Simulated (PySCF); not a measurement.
Input of a run (PBE0-D3(BJ)/def2-SVP geometry optimisation, gas phase, def2 core potentials past Kr (PySCF 2.14.0)), started from GFN2-xTB:
```
{"job": {"xc": "PBE0", "basis": "def2-SVP", "d3": "d3bj", "grid": 1, "maxiter": 30, "shake": 0.03, "kind": "geom"}, "charge": 0, "multiplicity": 1}
Sn    -0.184960     1.719640     0.512160
H     -1.757920     2.240600    -0.050910
H     -0.232590     1.589110     2.123060
H      1.110500     2.681230    -0.132610
O     -0.004680     0.063410    -0.328720
Sn     0.234280    -1.780370    -0.510700
H     -1.078500    -2.512900     0.144020
H      1.684560    -2.155930     0.305070
H      0.362030    -1.914230    -2.087030
```

Output (energies in Eh, forces in Eh/bohr):
```
step   0  E = -507.22519643  max force = 0.052476
step   1  E = -507.24401638  max force = 0.012466
step   2  E = -507.24593622  max force = 0.003390
step   3  E = -507.24623062  max force = 0.002988
step   4  E = -507.24651595  max force = 0.002858
step   5  E = -507.24728699  max force = 0.003945
step   6  E = -507.24764965  max force = 0.003500
step   7  E = -507.24795888  max force = 0.000969
step   8  E = -507.24800441  max force = 0.000367
step   9  E = -507.24801018  max force = 0.000233
optimisation converged
```

Problem. Summarise the run.

Solution. The energy falls by 14.3 kcal/mol over 10 energy and gradient evaluations, the largest force component goes from 0.0525 to 2.3e-04 Eh/bohr, and the atoms move by 0.333 Å rms after alignment. The bond that changes most is Sn6–H9 (ends: tin bonded to O and 3 H; hydrogen on tin), which lengthens by 0.122 Å. Bonds longer at the end by more than 0.005 Å: 6 of 8; shorter: 2. Among the angles that change most is Sn1–O5–Sn6, from 158.8° to 131.9°. The energy never rose by more than 1e-6 Eh on the way. The first step brought 82 % of the lowering.

Problem. What are the final bond lengths?

Solution. Sn1–H2 1.713 Å, Sn1–H3 1.721 Å, Sn1–H4 1.713 Å, Sn1–O5 1.977 Å, O5–Sn6 1.976 Å, Sn6–H7 1.718 Å, Sn6–H8 1.719 Å, Sn6–H9 1.710 Å. Numbering counts from 1 in the input's order; the species is (H3Sn)2O, H6OSn2.

The run used 96 basis functions and 67 SCF cycles in all.

Whether it is a minimum is left open (no frequencies).
